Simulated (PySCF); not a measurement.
A run for PySCF: U-M06-2X/def2-TZVPP on N (SMILES [N]).

```python
from pyscf import gto, dft

mol = gto.M(
    atom='''
    N     0.00000000    0.00000000    0.00000000
    ''',
    basis='def2-tzvpp',
    charge=0, spin=3, verbose=4, max_memory=1800)
mf = dft.UKS(mol, xc='m062x').density_fit(auxbasis='def2-universal-jkfit')
mf.grids.level = 4
mf.conv_tol = 1e-9
mf.max_cycle = 150
mf.kernel()
mf.dip_moment()
```

Program output:

```
PySCF version 2.14.0

[INPUT] verbose = 4
[INPUT] num. atoms = 1
[INPUT] num. electrons = 7
[INPUT] charge = 0
[INPUT] spin (= nelec alpha-beta = 2S) = 3
[INPUT] symmetry False subgroup None
[INPUT] Mole.unit = angstrom
[INPUT] Symbol           X                Y                Z      unit          X                Y                Z       unit  Magmom
[INPUT]  1 N      0.000000000000   0.000000000000   0.000000000000 AA    0.000000000000   0.000000000000   0.000000000000 Bohr   0.0

nuclear repulsion = 0
number of shells = 11
number of NR pGTOs = 46
number of NR cGTOs = 31
basis = def2-tzvpp
ecp = {}


******** <class 'pyscf.df.df_jk.DFUKS'> ********
method = DFUKS
initial guess = minao
damping factor = 0
level_shift factor = 0
DIIS = <class 'pyscf.scf.diis.CDIIS'>
diis_start_cycle = 1
diis_space = 8
diis_damp = 0
SCF conv_tol = 1e-09
SCF conv_tol_grad = None
SCF max_cycles = 150
direct_scf = False
number electrons alpha = 5  beta = 2
XC library pyscf.dft.libxc version 7.1.2
    S. Lehtola, C. Steigemann, M. J. T. Oliveira, and M. A. L. Marques,  SoftwareX 7, 1–5 (2018)
XC functionals = m062x
    Y. Zhao and D. G. Truhlar,  Theor. Chem. Acc. 120, 215 (2008)
    Y. Zhao and D. G. Truhlar,  Theor. Chem. Acc. 120, 215 (2008)
radial grids:
    Treutler-Ahlrichs [JCP 102, 346 (1995); DOI:10.1063/1.469408] (M4) radial grids

becke partition: Becke, JCP 88, 2547 (1988); DOI:10.1063/1.454033
pruning grids: <function nwchem_prune>
grids dens level: 4
symmetrized grids: False
atomic radii adjust function: <function treutler_atomic_radii_adjust>
small_rho_cutoff = 0
Set gradient conv threshold to 3.16228e-05
tot grids = 27880
******** <class 'pyscf.df.df.DF'> ********
auxbasis = def2-universal-jkfit
init E= -54.2589533016203
  alpha nocc = 5  HOMO = -0.194611611731013  LUMO = 0.294271251847295
  beta  nocc = 2  HOMO = -0.769663868136892  LUMO = -0.194611611731108

WARN: HOMO -0.194611611731013 >= LUMO -0.194611611731108

cycle= 1 E= -54.549035187267  delta_E= -0.29  |g|= 0.242  |ddm|= 0.646
  alpha nocc = 5  HOMO = -0.51599248162444  LUMO = 0.159049519722991
  beta  nocc = 2  HOMO = -0.805257819506839  LUMO = -0.146681169963795
  HOMO = -0.515992481624  LUMO = -0.146681169964  gap/eV = 10.04947
cycle= 2 E= -54.5802872888838  delta_E= -0.0313  |g|= 0.134  |ddm|= 0.284
  alpha nocc = 5  HOMO = -0.438051114079122  LUMO = 0.197188126741775
  beta  nocc = 2  HOMO = -0.708455269285462  LUMO = -0.0705302278834561
  HOMO = -0.438051114079  LUMO = -0.0705302278835  gap/eV = 10.00075
cycle= 3 E= -54.5869237330471  delta_E= -0.00664  |g|= 0.0155  |ddm|= 0.0927
  alpha nocc = 5  HOMO = -0.431322375079088  LUMO = 0.216355006342415
  beta  nocc = 2  HOMO = -0.687874761313122  LUMO = -0.0550392401080953
  HOMO = -0.431322375079  LUMO = -0.0550392401081  gap/eV = 10.23919
cycle= 4 E= -54.5871140474234  delta_E= -0.00019  |g|= 0.00175  |ddm|= 0.0256
  alpha nocc = 5  HOMO = -0.43143119241597  LUMO = 0.218655285718917
  beta  nocc = 2  HOMO = -0.687223356895526  LUMO = -0.054438913295962
  HOMO = -0.431431192416  LUMO = -0.054438913296  gap/eV = 10.25848
cycle= 5 E= -54.5871161427051  delta_E= -2.1e-06  |g|= 0.000134  |ddm|= 0.00237
  alpha nocc = 5  HOMO = -0.431445435996933  LUMO = 0.218628734741642
  beta  nocc = 2  HOMO = -0.68725848719782  LUMO = -0.0544838950581495
  HOMO = -0.431445435997  LUMO = -0.0544838950581  gap/eV = 10.25765
cycle= 6 E= -54.5871161518921  delta_E= -9.19e-09  |g|= 7.14e-06  |ddm|= 0.000212
  alpha nocc = 5  HOMO = -0.431452160850853  LUMO = 0.218619275048574
  beta  nocc = 2  HOMO = -0.687261650032195  LUMO = -0.0544884827878873
  HOMO = -0.431452160851  LUMO = -0.0544884827879  gap/eV = 10.25770
cycle= 7 E= -54.5871161519239  delta_E= -3.18e-11  |g|= 8.08e-07  |ddm|= 1.07e-05
  alpha nocc = 5  HOMO = -0.431452081908749  LUMO = 0.218620201107377
  beta  nocc = 2  HOMO = -0.687261451731885  LUMO = -0.0544882066977443
  HOMO = -0.431452081909  LUMO = -0.0544882066977  gap/eV = 10.25771
Extra cycle  E= -54.5871161519243  delta_E= -3.91e-13  |g|= 2.03e-07  |ddm|= 1.02e-06
converged SCF energy = -54.5871161519243  <S^2> = 3.75391  2S+1 = 4.0019545
Dipole moment(X, Y, Z, Debye): -0.00000, -0.00000, -0.00000
```

The calculation finished and met its thresholds.

Cost: roughly 1.4 core-seconds.
